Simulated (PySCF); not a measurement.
MoOF₃, SMILES [O]=[Mo+]([F])([F])[F], charge +1, multiplicity 1.

The structure is a stationary point at r2SCAN-D4/def2-SVP. The spin state was assumed, not searched. The isomer is the one that the SMILES or the coordinates give; other isomers of the formula were not compared. The def2 effective core potentials stand for the cores of Mo; spin–orbit coupling is left out.

These are PySCF with TDDFT-PBE/def2-SVPD values and carry that method's errors.

Vertical excitations; the highest root listed may be one member of a degenerate set.  State labels are in the subgroup Cs.

```csv
state,symmetry,energy (eV),λ (nm),f,main pairs
S1,A",5.17,240,0.000,"HOMO→LUMO 50 %, HOMO−1→LUMO+1 50 %"
S2,A',5.35,232,0.001,"HOMO→LUMO+1, HOMO−1→LUMO (degenerate set)"
S3,A",5.35,232,0.001,"HOMO−1→LUMO+1, HOMO→LUMO (degenerate set)"
S4,A',5.70,217,0.001,HOMO−2→LUMO (degenerate set)
S5,A",5.70,217,0.001,HOMO−2→LUMO+1 (degenerate set)
S6,A',5.72,217,0.012,"HOMO−1→LUMO 40 %, HOMO→LUMO+1 40 %, HOMO→LUMO+2 9 %, HOMO−1→LUMO+3 9 %"
S7,A",6.37,195,0.001,"HOMO−3→LUMO, HOMO−4→LUMO+1, HOMO−5→LUMO (degenerate set)"
S8,A',6.37,195,0.001,"HOMO−3→LUMO+1, HOMO−4→LUMO, HOMO−5→LUMO+1 (degenerate set)"
S9,A",6.52,190,0.000,"HOMO−5→LUMO 50 %, HOMO−4→LUMO+1 50 %"
S10,A',6.53,190,0.000,"HOMO−5→LUMO+1 49 %, HOMO−4→LUMO 49 %"
T1,A',4.61,269,0,"HOMO→LUMO+1 47 %, HOMO−1→LUMO 47 %"
T2,A",4.83,257,0,"HOMO−1→LUMO+1, HOMO→LUMO (degenerate set)"
T3,A',4.83,257,0,"HOMO−1→LUMO, HOMO→LUMO+1 (degenerate set)"
T4,A",5.08,244,0,"HOMO→LUMO 50 %, HOMO−1→LUMO+1 50 %"
```
Triplets are in the Tamm–Dancoff approximation, which puts them higher than full response would, so one can lie above its singlet here.
